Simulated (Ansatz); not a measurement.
# What each rung costs, and what it gives

The pair of Cl⁻ (SMILES [Cl-], atom 1) and C$_{2}$H$_{4}$ (SMILES C=C, atoms 2–7), both closed shells, in one local arrangement (a lower one may exist), relaxed at PBE0-D4/def2-TZVPD:

```
7
angstrom
Cl 0.4124 0.5095 -3.3385
C -0.3611 -0.3616 0.0296
C 0.2246 0.1927 1.0820
H -1.1228 -1.1264 0.1671
H -0.1135 -0.0842 -1.0000
H 0.9860 0.9570 0.9570
H -0.0256 -0.0869 2.1028
```

Interaction energies are counterpoise-corrected; the time is that of the whole pair.

Ansatz 0.2.0; basis: as named in each row; cores frozen in the correlated methods. B3LYP uses VWN-RPA correlation. Extrapolation: Hartree–Fock as exp(−7.88 √X), correlation as X^−2.97.

Times are rough, for one single point on 2 threads of a shared host (Arm Neoverse V1).

The estimate by CCSD(T) at an estimated basis limit (MP2 extrapolated from triple and quadruple zeta, plus CCSD(T) − MP2 in triple zeta) is -0.227 eV.

```csv
method,basis,time (s),interaction energy (eV),method less estimate
HF,STO-3G,under 1,-0.113,0.115
PBE-D4,STO-3G,under 1,-0.332,-0.105
SPW92,def2-SVP,under 1,-0.418,-0.191
B3LYP-D4,6-31G,under 1,-0.261,-0.034
PBE-D4,def2-SVP,under 1,-0.346,-0.119
PBE0-D4,def2-SVP,under 1,-0.323,-0.096
CCSD(T),def2-SVP,1,-0.192,0.035
PBE-D4,def2-TZVPPD,2,-0.263,-0.036
revPBE-D4,def2-TZVPPD,2,-0.265,-0.038
BLYP-D4,def2-TZVPPD,2,-0.241,-0.014
HSE06-D4,def2-TZVPPD,3,-0.254,-0.027
B3LYP-D4,def2-TZVPPD,3,-0.242,-0.014
PBE0-D4,def2-TZVPPD,3,-0.254,-0.026
wB97M-V,def2-SVP,3,-0.283,-0.056
r2SCAN-D4,def2-TZVPPD,4,-0.234,-0.007
B2PLYP,def2-TZVPPD,4,-0.196,0.031
wB97X-V,def2-TZVPPD,8,-0.222,0.005
wB97M-V,def2-TZVPPD,8,-0.224,0.003
B97M-V,def2-TZVPPD,8,-0.230,-0.002
MP2,def2-QZVPPD,15,-0.226,0.001
CCSD(T),def2-TZVPPD,41,-0.206,0.021
```

The T1 diagnostic stays at or below 0.011.
